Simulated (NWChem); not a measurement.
System: InH3S3; SMILES [SH][In]([SH])[SH]

NWChem input:

```
start job
memory heap 200 mb stack 900 mb global 1100 mb
geometry units angstroms noautoz
  In    -0.005910    -0.002620     0.004966
  S      1.242349    -2.048437     0.014602
  H      0.127660    -2.812095    -0.029916
  S     -2.408783    -0.085646    -0.063172
  H     -2.542693     1.259070    -0.056996
  S      1.200867     2.071925     0.064212
  H      0.077070     2.822566     0.047977
end
basis spherical
  * library def2-svp
end
ecp
  In library def2-ecp
end
dft
  xc xpbe96 cpbe96
  iterations 150
  vectors input atomic output neutral.movecs
end
task dft energy
charge 1
dft
  odft
  mult 2
  vectors input atomic output cation.movecs
end
task dft energy
```

All runs use the structure optimised with PBE0/def2-SVP. No frequency run checked for a minimum. def2 effective core potentials on In; no spin-orbit coupling.

Ions are spin-unrestricted doublets at the neutral geometry; other ion states weren't tried.

Question: What results follow from this input? (PBE/def2-SVP with def2 effective core potentials on In, vertical spin-unrestricted ions.) Quantities: −ε(HOMO) (eV).

Answer: 
```json
{
 "−ε(HOMO) (eV)": "6.16"
}
```
